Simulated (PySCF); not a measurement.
An unknown is described by computed data only.

Elements present: C, H, O and P. Monoisotopic mass: 144.0340 u.

* Valence photoelectron: vertical ionisation energy: 8.80 eV [ΔSCF CAM-B3LYP/def2-SVPD]
* NMR, other nuclei: isotropic shieldings of nuclei other than C and H, by class: 27 (1 O), 314 (1 O), 384 (1 P) ppm [GIAO PBE0/pcSseg-1]
* Polarisability: 102.7 au [CAM-B3LYP/def2-SVPD]
* Rotational structure: rotational constants A, B, C: 2.430, 1.038, 0.895 GHz [PBE0-D3(BJ)/def2-SVP]
* UV, first state: lowest singlet excitation: 5.68 eV (218 nm, f = 0.018) [TDDFT CAM-B3LYP/def2-SVPD]
* Dipole: 2.11 D [CAM-B3LYP/def2-SVPD]
* 13C NMR: chemical shifts (computed TMS as zero) by class: 162.3 (1 C), 151.0 (1 C), 127.4 (1 C), 116.5 (1 C), 64.5 (1 C), 6.5 (1 C) ppm [GIAO PBE0/pcSseg-1]
* UV, strongest line: among the 10 lowest singlet transitions: S2 at 5.85 eV (212 nm, f = 0.289) [TDDFT CAM-B3LYP/def2-SVPD]
* 1H NMR: chemical shifts (computed TMS as zero) by class: 7.57 (1 H), 6.94 (1 H), 6.54 (1 H), 3.99 (2 H), 1.78 (1 H), 1.36 (3 H) ppm [GIAO PBE0/pcSseg-1]

Gas-phase values; electronic properties from PySCF, density fitting. Levels stand in brackets. Isolated species at its PBE0-D3(BJ)/def2-SVP geometry (one conformer only). Each NMR value is the plain mean over a class of atoms that symmetry, rotation or inversion makes alike.

**Question.** Which formula fits the mass and the elements?

**Answer.** C6H9O2P (calculated 144.0340). No other formula that holds each of these elements comes within 0.0003 u with a fitting electron parity and a possible valence count.

**Question.** What is the compound? Reason from the data.

**Answer.** Numbering: `[CH3:1][P:2]([CH2:3][OH:4])[c:5]1[cH:6][cH:7][cH:8][o:9]1`. 6 carbons fall into 6 classes; from least to most shielded: substituted aromatic carbon [C5] (162.3 ppm), aromatic CH next to a ring oxygen [C8] (151.0 ppm), aromatic CH carbon [C6] (127.4 ppm), aromatic CH carbon [C7] (116.5 ppm), carbinol carbon (C–OH) [C3] (64.5 ppm), chain sp3 carbon bound to phosphorus [C1] (6.5 ppm). Hydrogen classes from least to most shielded: 1 H on an aromatic CH next to a ring oxygen, C8 (7.57 ppm), 1 H on an aromatic CH carbon, C6 (6.94 ppm), 1 H on an aromatic CH carbon, C7 (6.54 ppm), 2 H on a carbinol carbon (C–OH), C3 (3.99 ppm), 1 H on an alcohol oxygen, O4 (1.78 ppm), 3 H on an sp3 carbon bound to phosphorus, C1 (1.36 ppm, a mean of values up to 1.9 ppm apart in this geometry). The other shieldings belong to: 27 ppm, furan-type oxygen [O9]; 314 ppm, alcohol oxygen [O4]; 384 ppm, phosphine phosphorus [P2]. The first electron is taken from the HOMO, whose largest Löwdin shares are 0.27 on the phosphine phosphorus, 0.14 on the substituted aromatic carbon, 0.13 on the alcohol oxygen and 0.11 on the aromatic CH next to a ring oxygen. The optimised geometry has point group C1 and is an asymmetric top. Structure: `CP(CO)C1=CC=CO1`. Computed isomers that give other values at the same levels: `C#CC[P@](=O)(O)CC=C` (13C chemical shifts (computed TMS as zero) by class: 138.0 (1 C), 127.6 (1 C), 78.5 (1 C), 78.1 (1 C), 38.1 (1 C), 24.1 (1 C) ppm); `C#CP1(=O)CCOCC1` (rotational constant A: 1.916 GHz; this holds for the one conformer computed). The assignments are read from this structure; whether some other isomer fits the data as well wasn't checked.

The values belong to the conformer `[CH3:1][P:2]([CH2:3][OH:4])[c:5]1[cH:6][cH:7][cH:8][o:9]1`: C1–P2–C3–O4 42°, C1–P2–C5–C6 125°, H–O4–C3–P2 55°.
